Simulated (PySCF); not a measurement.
C3H5 (SMILES [CH-]=CC), charge -1, singlet, at a GFN2-xTB geometry (in this run its highest filled SCF level lies above zero, so its values depend strongly on the basis, on diffuse functions most of all). Base run: CAMB3LYP/STO-3G (PySCF).

Input for PySCF:
```python
from pyscf import gto, scf, dft

mol = gto.M(
    atom='''
C     1.358060    0.023120   -0.003235
C     0.098926    0.458705   -0.017161
H     2.080973    0.919300   -0.037690
H    -0.293976    1.528583   -0.056094
C    -1.066911   -0.507598    0.020667
H    -0.697974   -1.534412    0.058047
H    -1.713190   -0.346735    0.899545
H    -1.716281   -0.412099   -0.865436
''',
    basis='sto-3g',
    charge=-1,
    spin=0,
    verbose=5,
)

mf = dft.RKS(mol)
mf.xc = 'camb3lyp'
mf.kernel()
```

Variants of this job, named by their change:

```csv
change,E (Eh),HOMO (eV),HOMO-LUMO gap (eV),core-seconds (rough)
base,-115.55667,5.32,9.92,2
functional = m06,-115.51275,6.89,6.91,2
functional = pbe0,-115.50289,6.81,7.08,1
functional = wb97x_v,-115.61609,4.24,12.24,100
functional = mn15,-114.93939,5.97,8.51,2
functional = pbe; dispersion = d4,-115.47854,8.50,4.04,1
functional = pbe; dispersion = d3bjm,-115.47881,8.50,4.04,2
functional = r2scan,-115.57404,8.00,4.76,2
functional = x3lyp,-115.57563,6.95,6.74,2
functional = b3lyp,-115.64407,7.00,6.52,2
functional = scan,-115.58811,7.92,4.86,2
functional = pbe,-115.47367,8.50,4.04,2
functional = b3lyp; dispersion = d3bjm,-115.65288,7.00,6.52,1
```

Totals shift with the method and basis; they matter in differences.
